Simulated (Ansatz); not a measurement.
Cartesian coordinates (Å):
```xyz
17

W     -0.0218    -0.0917     0.0768
F      1.9099    -0.3258    -0.0192
N      0.0626     1.6234     1.1436
H      0.0594     2.5671     0.7402
H      0.0199     1.6816     2.1674
N      0.2893     0.9189    -1.6202
H      1.2254     1.0292    -2.0272
H     -0.4168     1.3870    -2.1996
N      0.2002    -1.1694     1.7464
H      1.1166    -1.5084     2.0617
H     -0.5388    -1.4625     2.3956
N     -0.4557    -1.7652    -0.9711
H     -0.6468    -2.6847    -0.5570
H     -0.6101    -1.8005    -1.9851
N     -1.9878     0.1502     0.1716
H     -2.4545     0.9345     0.6437
H     -2.6728    -0.4917    -0.2462
```
Charge 0, multiplicity 1.

The numbers are results of frozen-core CCSD(T)/def2-TZVPP // BP86-D3(BJ)/def2-SVP run with Ansatz (an electronic-structure program), not measurements.

The HF energy is -444.15652 Ha and the MP2 correlation energy is -1.89027 Ha.

Question: Estimate the CCSD correlation energy, the (T) correction, the total energy and the T1 diagnostic.

Answer: 
The CCSD correlation energy is -1.87379 Ha and the (T) correction is -0.09565 Ha. The CCSD(T) total energy is -446.12595 Ha and the T1 diagnostic is 0.025.
